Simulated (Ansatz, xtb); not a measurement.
## Two isomers of H7NSi2Zn

Structure I is `[SiH3][NH][Zn][SiH3]`, a singlet and structure II is `[SiH3][N]([SiH3])[ZnH]`, a singlet. Both are isolated molecules in the gas phase, relaxed with B3LYP/6-31G*.

Quicker runs give these differences E(II) − E(I): GFN2-xTB −0.888 eV; HF/STO-3G −0.072 eV (at GFN2-xTB geometries); r2SCAN-D4/def2-SVP −0.367 eV (at GFN2-xTB geometries).

**Question.** Estimate E(II) − E(I) at the level CCSD(T)/def2-SVP + ΔMP2/def2-TZVPP.

**Answer.** Calculated at CCSD(T)/def2-SVP + ΔMP2/def2-TZVPP: E(II) − E(I) = −0.409 eV, so structure II lies lower.

How the difference moves with the method:

| level | geometry | E(II) − E(I) (eV) | departure from the last row (eV) | job, with rough time for the two |
| --- | --- | --- | --- | --- |
| GFN2-xTB | GFN2-xTB | −0.888 | −0.478 | optimisation, 0.31 s |
| HF/STO-3G | GFN2-xTB | −0.072 | +0.337 | single point, 2.6 s |
| r2SCAN-D4/def2-SVP | GFN2-xTB | −0.367 | +0.042 | single point, 6 s |
| B3LYP/6-31G* | B3LYP/6-31G* | −0.220 | +0.190 | optimisation, 60 s |
| HF/def2-SVP | B3LYP/6-31G* | −0.419 | −0.009 | part of the CCSD(T) run |
| MP2/def2-SVP | B3LYP/6-31G* | −0.385 | +0.024 | part of the CCSD(T) run |
| CCSD(T)/def2-SVP | B3LYP/6-31G* | −0.337 | +0.073 | single point |
| CCSD(T)/def2-SVP + ΔMP2/def2-TZVPP | B3LYP/6-31G* | −0.409 |  | single point, 54 s |

As drawn, II has 1 N–Si, 1 Zn–H in place of 1 Si–Zn, 1 N–H.

None of the levels shown reverses the order. The largest departure from CCSD(T)/def2-SVP + ΔMP2/def2-TZVPP is that of GFN2-xTB, 0.478 eV. A small imaginary or near-zero mode remains, so no thermal terms are given. The last row adds to CCSD(T) the change of the MP2 difference between the two basis sets, here −0.073 eV.

The correlated steps freeze 16 core orbitals; the last core shell of Zn is correlated, in a basis made for valence electrons. Programs: Ansatz 0.2.0, xtb 6.7.1; the last row on 2 threads of Arm Neoverse V2 on a shared host.
